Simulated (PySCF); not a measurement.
H₃InO₃. Atoms are numbered in the order given.

```xyz
7

In     0.0141     0.0083     0.0000
O      0.7194     1.8805     0.0000
H      0.0040     2.5322     0.0000
O      1.3309    -1.4894     0.0000
H      0.8663    -2.3391     0.0000
O     -1.9313    -0.5001     0.0000
H     -2.5155     0.2712     0.0000
```
Charge 0, spin multiplicity 1.

The structure is a stationary point at B3LYP-D3(BJ)/def2-SVP. The def2 effective core potentials stand for the cores of In; spin–orbit coupling is left out. Other conformers were not sampled.

Level of theory: r2SCAN/def2-TZVP (PySCF).

Atomic charges (e):

```
atom  Mulliken  Löwdin
----  --------  ------
In1       0.98     [?]
O2       -0.63     [?]
H3        0.31     [?]
O4       -0.64     [?]
H5        0.32     [?]
O6       -0.64     [?]
H7        0.31     [?]
```

Some entries are withheld; supply them. (An estimate is asked for; the answer gives what the named calculation found.)


- In1, Löwdin: 0.44
- O2, Löwdin: -0.31
- H3, Löwdin: 0.16
- O4, Löwdin: -0.30
- H5, Löwdin: 0.17
- O6, Löwdin: -0.32
- H7, Löwdin: 0.16
